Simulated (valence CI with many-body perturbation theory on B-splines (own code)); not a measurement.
Values are calculated unless marked as measured or tabulated.
## Dy⁶¹⁺: what the settings do

Method: relativistic CI+MBPT: three valence electrons over a frozen Dirac-Fock core [He], a basis of 6 s, 6 p, 5 d, 3 f, 1 g functions for each j, with the one-electron correlation potential Σ1 (screened to all orders), the two-electron term Σ2, the three-electron term Σ3, Breit, model QED; selected single and double excitations, second order for the rest, scaled by the run's own slope (own B-spline code, finite nucleus).

No measured spectrum was set against this ion. As an estimate, large intervals hold to a few tenths of a per cent, small ones and those within an open d or f shell to about a per cent.

The reference run has the lowest level (2s^2 2p1/2) J=1/2 and an ionisation energy of 14489.3 eV. Its largest variational space holds 3551 state functions.

Levels are named by their leading jj configuration (3d3/2^4 stands for four electrons in 3d with j = 3/2), which in mixed levels can hold well under half, so a name can repeat and another be missing. Letters in brackets count levels of one name in rising energy.

Changed runs:
A. core polarisation of operators on → off
B. QED terms on → off
C. Breit term on → off; QED terms on → off
D. scale of Σ1 1 → 0 (bad on purpose)

Excitation energies of the reference run in cm⁻¹, and shifts in cm⁻¹:

```
                     Level  Reference  A        B        C      D
        (2s 2p1/2^2) J=1/2    1804450  0   +99031    -8639  +2445
        (2s^2 2p3/2) J=3/2    7031470  0    -8643   +95792  -1265
(2s 2p1/2 2p3/2) J=3/2 [a]    8294060  0   +88345   +91475  +1142
    (2s 2p1/2 2p3/2) J=5/2    8599070  0   +88421  +151338  +1143
    (2s 2p1/2 2p3/2) J=1/2    9101090  0   +88909   +88061  +1150
(2s 2p1/2 2p3/2) J=3/2 [b]    9115930  0   +88768  +122664  +1141
     (2p1/2^2 2p3/2) J=3/2   11004700  0  +185551  +101983  +3530
        (2s 2p3/2^2) J=5/2   15470200  0   +77817  +218193   -171
        (2s 2p3/2^2) J=1/2   16231700  0   +78088  +158594   -183
        (2s 2p3/2^2) J=3/2   16238400  0   +78328  +200255   -171
     (2p1/2 2p3/2^2) J=3/2   17696800  0  +177413  +195891  +2287
     (2p1/2 2p3/2^2) J=5/2   17874900  0  +177407  +253981  +2285
    Ionisation energy (eV)    14489.3  0    +0.33    +22.8  -0.48
```

No effect on these energies: A.
